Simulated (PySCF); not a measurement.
A calculated (LDA, PySCF 2.14, aug-cc-pVQZ, the non-relativistic Hamiltonian (point nucleus)) atom or ion has these occupied shells.

```tsv
shell	electrons	orbital energy (eV)	rms radius, mean of both spins (bohr)
1s α	1	-6359.7	0.0713
1s β	1	-6359.6	0.0713
2s α	1	-732.48	0.307
2s β	1	-730.14	0.307
2p α	3	-628.90	0.275
2p β	3	-627.08	0.275
3s α	1	-86.490	0.927
3s β	1	-81.417	0.927
3p α	3	-56.935	0.990
3p β	3	-51.940	0.990
3d α	5	-9.880	1.36
4s α	1	-6.694	3.16
4p α	1	-2.562	4.38
```

Task: Name the element and its charge.

Result: Mn (manganese, neutral), in [Ar] 3d5 4s1 4p1, high-spin 8P determinant (an excited configuration).
